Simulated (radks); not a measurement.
Results of a calculation; reference values are marked as such.
Sn XXI, 30 electrons, occupied as [Ar] 3d10 4s2 (the NIST ground configuration).

Level of theory: scalar-relativistic Kohn-Sham, LDA (Slater exchange, VWN5 correlation), spin-unpolarised, spherical densities, finite nucleus; Fermi nuclear charge, rms radius 4.6519 fm (a radial shooting solver on a logarithmic mesh with Libxc functionals).

Energy parts (Ry):
total: -12006.02109
kinetic: 12546.19342
electron-nucleus: -27731.69201
Hartree: 3459.36002
exchange-correlation: -279.88252

Orbitals (lengths in bohr, moments of r in powers of bohr; r(max) is where P^2 peaks):
| orbital | occ. | eigenvalue (Ry) | r(max) |
|---|---|---|---|
| 1s | 2 | -2172.431 | 0.01880 |
| 2s | 2 | -363.2823 | 0.1061 |
| 2p | 6 | -330.7358 | 0.08488 |
| 3s | 2 | -101.5479 | 0.3058 |
| 3p | 6 | -90.87758 | 0.2985 |
| 3d | 10 | -74.60495 | 0.2471 |
| 4s | 2 | -44.00552 | 0.6909 |
| 4p | 0 | -40.19653 | 0.7108 |
| 4d | 0 | -34.48606 | 0.7264 |
| 4f | 0 | -28.62568 | 0.6635 |
| 5s | 0 | -24.57481 | 1.270 |

The highest occupied level is 4s at -598.73 eV. Summed over all electrons, <r^2> = 3.406 bohr^2, which gives a Langevin (diamagnetic) susceptibility term of -2.7 x 10^-6 cm^3/mol. The density falls to 0.001 e/bohr^3 at r = 1.52 bohr. The electron density at the nucleus is 1.962e+05 e/bohr^3 (large components only).
